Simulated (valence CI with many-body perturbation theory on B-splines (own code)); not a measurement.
**Level structure of Hg LXXVI**

Computed by configuration interaction combined with many-body perturbation theory (CI+MBPT): three valence electrons over a frozen Dirac-Fock core [He], radial functions for each j: 11 s, 11 p, 10 d, 8 f, 5 g, 2 h, with the one-electron correlation potential Σ1 (screened to all orders), the two-electron term Σ2, the three-electron term Σ3, Breit, model QED; selected single and double excitations, second order for the rest, scaled by the run's own slope (own B-spline code, finite nucleus).

The last digits are not significant, and no measured levels were compared; by estimate large intervals hold to a few tenths of a per cent, small ones and those within an open d or f shell to about a per cent.

Levels 136 to 165 of 165, with energies above the lowest level, (2s^2 2p1/2) J=1/2. "Leading %" is the weight of the configuration and term that name the level; weights of strongly mixed levels are sums over their largest components and can fall short, so below about 35 % the name and the second component can differ from the true leading terms, or belong to a minority configuration. In the jj column 3d3/2^4 stands for four electrons in 3d with j = 3/2.

| No. | Configuration | Term | J | E (× 10³ cm⁻¹) | Leading % | Second component | Leading jj |
| --- | --- | --- | --- | --- | --- | --- | --- |
| 136 | 2s2p4d | ²F° | 5/2 | 143830 | 37 | 28 % 2s2p4d ²D° | 2s 2p1/2 4d5/2 (100 %) |
| 137 | 2s2p4d | ²P° | 3/2 | 143840 | 39 | 30 % 2s2p4d ²D° | 2s 2p1/2 4d5/2 (100 %) |
| 138 | 2s2p4f | ⁴F | 7/2 | 143870 | 28 | 25 % 2s2p4f ⁴G | 2s 2p1/2 4f7/2 (97 %) |
| 139 | 2s2p4f | ²G | 7/2 | 143900 | 44 | 24 % 2s2p4f ⁴G | 2s 2p1/2 4f5/2 (97 %) |
| 140 | 2s2p4f | ⁴G | 5/2 | 143910 | 31 | 29 % 2s2p4f ²F | 2s 2p1/2 4f5/2 (100 %) |
| 141 | 2s2p4f | ⁴F | 3/2 | 143910 | 46 | 42 % 2s2p4f ²D | 2s 2p1/2 4f5/2 (100 %) |
| 142 | 2s2p4f | ²G | 9/2 | 144160 | 42 | 32 % 2s2p4f ⁴G | 2s 2p1/2 4f7/2 (100 %) |
| 143 | 2s2p4f | ⁴D | 7/2 | 144170 | 31 | 29 % 2s2p4f ²F | 2s 2p1/2 4f7/2 (100 %) |
| 144 | 2s2p4f | ²D | 5/2 | 144180 | 40 | 27 % 2s2p4f ²F | 2s 2p1/2 4f7/2 (100 %) |
| 145 | 2p²4p | ²P° | 3/2 | 145670 | 36 | 19 % 2p²4p ⁴D° | 2p1/2^2 4p3/2 (98 %) |
| 146 | 2p²4d | ²D | 3/2 | 145830 | 43 | 31 % 2p²4d ⁴F | 2p1/2^2 4d3/2 (98 %) |
| 147 | 2p²4d | ²D | 5/2 | 146420 | 37 | 18 % 2p²4d ⁴D | 2p1/2^2 4d5/2 (98 %) |
| 148 | 2p²4f | ²F° | 5/2 | 146480 | 42 | 29 % 2p²4f ⁴G° | 2p1/2^2 4f5/2 (98 %) |
| 149 | 2p²4f | ²F° | 7/2 | 146740 | 38 | 17 % 2p²4f ²G° | 2p1/2^2 4f7/2 (98 %) |
| 150 | 2p²3p | ⁴D° | 7/2 | 147190 | 65 | 34 % 2p²3p ²F° | 2p3/2^2 3p3/2 (100 %) |
| 151 | 2p²3p | ²D° | 5/2 | 147190 | 52 | 38 % 2p²3p ⁴P° | 2p3/2^2 3p3/2 (100 %) |
| 152 | 2p²3p | ²P° | 1/2 | 147200 | 54 | 36 % 2p²3p ²S° | 2p3/2^2 3p3/2 (100 %) |
| 153 | 2p²3p | ²P° | 3/2 | 147660 | 61 | 15 % 2p²3p ²D° | 2p3/2^2 3p3/2 (100 %) |
| 154 | 2p²3d | ²D | 3/2 | 147860 | 29 | 27 % 2p²3d ⁴P | 2p3/2^2 3d3/2 (100 %) |
| 155 | 2p²3d | ²F | 7/2 | 147870 | 39 | 30 % 2p²3d ²G | 2p3/2^2 3d3/2 (100 %) |
| 156 | 2p²3d | ⁴D | 5/2 | 147880 | 29 | 25 % 2p²3d ²F | 2p3/2^2 3d3/2 (99 %) |
| 157 | 2p²3d | ⁴P | 1/2 | 147920 | 50 | 23 % 2p²3d ²P | 2p3/2^2 3d3/2 (99 %) |
| 158 | 2p²3p | ²P° | 3/2 | 147930 | 62 | 14 % 2p²3p ²D° | 2p3/2^2 3p3/2 (100 %) |
| 159 | 2p²3d | ²D | 3/2 | 148490 | 70 | 13 % 2p²3d ⁴F | 2p3/2^2 3d3/2 (98 %) |
| 160 | 2p²3d | ²F | 7/2 | 148990 | 51 | 39 % 2p²3d ⁴D | 2p3/2^2 3d5/2 (100 %) |
| 161 | 2p²3d | ⁴F | 9/2 | 148990 | 65 | 35 % 2p²3d ²G | 2p3/2^2 3d5/2 (100 %) |
| 162 | 2p²3d | ²P | 1/2 | 149130 | 62 | 24 % 2p²3d ²S | 2p3/2^2 3d5/2 (99 %) |
| 163 | 2p²3d | ²D | 5/2 | 149360 | 58 | 15 % 2p²3d ²F | 2p3/2^2 3d5/2 (99 %) |
| 164 | 2p²3d | ²P | 3/2 | 149380 | 44 | 26 % 2p²3d ²D | 2p3/2^2 3d5/2 (98 %) |
| 165 | 2p²3d | ²D | 5/2 | 149740 | 67 | 11 % 2p²3d ²F | 2p3/2^2 3d5/2 (100 %) |
